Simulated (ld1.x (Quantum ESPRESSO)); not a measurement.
Scattering properties, TM potential for V (Z = 23)

| Quantity | Value |
| --- | --- |
| Element | V |
| Generator | ld1.x (Quantum ESPRESSO) 7.5 |
| Type | norm-conserving Troullier–Martins (Kleinman–Bylander form) |
| Functional | BLYP |
| Relativity | scalar-relativistic |
| Frozen core | [Ne] 3s2 |
| Valence charge | 11 |
| Reference configuration | 3p6 3d3 4s1.5 4p0 (charge +0.5) |
| Partial waves | 3p (bound): rc 1.25 bohr; 3d (bound): rc 1.45 bohr; 4s (bound): rc 2.90 bohr |
| Local potential | the s channel |
| Core correction | none |

The phase is arctan(r·u′/u) with u = r·R(r), unwrapped; energies in Ry, scanned from -5 to 5 Ry. A pole is an energy at which the radial function vanishes at the test radius. The pseudo phase is shifted by a multiple of π to meet the all-electron one at the reference energy, and phase errors are pseudo minus all-electron; the curves can meet again beyond the range given. Levels narrower than the energy grid can be missing from the lists of poles.

**Question.** For each channel, where are the poles, and over which energies does the pseudopotential scatter like the atom?

**Answer.**

```json
{"channel": "s", "radius (bohr)": "3.15", "reference energy (Ry)": "-0.56", "poles, all-electron": "0.56", "poles, pseudo": "0.51, 4.12", "unbroken range about the reference energy with phases within 0.05 rad": "below 1.4", "phase error 1 Ry above the reference energy (rad)": "-0.011"}
{"channel": "p", "radius (bohr)": "3.15", "reference energy (Ry)": "-3.49", "poles, all-electron": "-3.49, 1.30", "poles, pseudo": "-3.49, 2.25", "unbroken range about the reference energy with phases within 0.05 rad": "below -0.9", "phase error 1 Ry above the reference energy (rad)": "+0.003"}
{"channel": "d", "radius (bohr)": "3.15", "reference energy (Ry)": "-0.63", "poles, all-electron": "-0.54, 2.60", "poles, pseudo": "-0.54, 3.59", "unbroken range about the reference energy with phases within 0.05 rad": "below 0.1", "phase error 1 Ry above the reference energy (rad)": "+0.101"}
```

Phases in the d channel:

```json
{"E (Ry)": "-5.00", "all-electron": "1.426", "pseudo": "1.426"}
{"E (Ry)": "-4.74", "all-electron": "1.422", "pseudo": "1.422"}
{"E (Ry)": "-4.48", "all-electron": "1.417", "pseudo": "1.417"}
{"E (Ry)": "-4.22", "all-electron": "1.413", "pseudo": "1.413"}
{"E (Ry)": "-3.96", "all-electron": "1.407", "pseudo": "1.407"}
{"E (Ry)": "-3.70", "all-electron": "1.401", "pseudo": "1.401"}
{"E (Ry)": "-3.44", "all-electron": "1.395", "pseudo": "1.395"}
{"E (Ry)": "-3.18", "all-electron": "1.387", "pseudo": "1.387"}
{"E (Ry)": "-2.92", "all-electron": "1.378", "pseudo": "1.379"}
{"E (Ry)": "-2.66", "all-electron": "1.368", "pseudo": "1.369"}
{"E (Ry)": "-2.40", "all-electron": "1.356", "pseudo": "1.357"}
{"E (Ry)": "-2.14", "all-electron": "1.342", "pseudo": "1.343"}
{"E (Ry)": "-1.88", "all-electron": "1.323", "pseudo": "1.325"}
{"E (Ry)": "-1.62", "all-electron": "1.299", "pseudo": "1.301"}
{"E (Ry)": "-1.36", "all-electron": "1.263", "pseudo": "1.266"}
{"E (Ry)": "-1.10", "all-electron": "1.198", "pseudo": "1.203"}
{"E (Ry)": "-0.84", "all-electron": "0.980", "pseudo": "0.991"}
{"E (Ry)": "-0.58", "all-electron": "-1.453", "pseudo": "-1.450"}
{"E (Ry)": "-0.32", "all-electron": "-1.794", "pseudo": "-1.781"}
{"E (Ry)": "-0.06", "all-electron": "-1.917", "pseudo": "-1.890"}
{"E (Ry)": "0.20", "all-electron": "-2.054", "pseudo": "-1.995"}
{"E (Ry)": "0.46", "all-electron": "-2.288", "pseudo": "-2.145"}
{"E (Ry)": "0.72", "all-electron": "-2.806", "pseudo": "-2.416"}
{"E (Ry)": "0.98", "all-electron": "-3.661", "pseudo": "-2.954"}
{"E (Ry)": "1.24", "all-electron": "-4.184", "pseudo": "-3.673"}
{"E (Ry)": "1.50", "all-electron": "-4.413", "pseudo": "-4.121"}
{"E (Ry)": "1.76", "all-electron": "-4.534", "pseudo": "-4.341"}
{"E (Ry)": "2.02", "all-electron": "-4.609", "pseudo": "-4.463"}
{"E (Ry)": "2.28", "all-electron": "-4.662", "pseudo": "-4.540"}
{"E (Ry)": "2.54", "all-electron": "-4.704", "pseudo": "-4.593"}
{"E (Ry)": "2.80", "all-electron": "-4.740", "pseudo": "-4.632"}
{"E (Ry)": "3.06", "all-electron": "-4.773", "pseudo": "-4.663"}
{"E (Ry)": "3.32", "all-electron": "-4.808", "pseudo": "-4.689"}
{"E (Ry)": "3.58", "all-electron": "-4.847", "pseudo": "-4.711"}
{"E (Ry)": "3.84", "all-electron": "-4.895", "pseudo": "-4.732"}
{"E (Ry)": "4.10", "all-electron": "-4.963", "pseudo": "-4.751"}
{"E (Ry)": "4.36", "all-electron": "-5.072", "pseudo": "-4.770"}
{"E (Ry)": "4.62", "all-electron": "-5.294", "pseudo": "-4.789"}
{"E (Ry)": "4.88", "all-electron": "-5.878", "pseudo": "-4.809"}
```
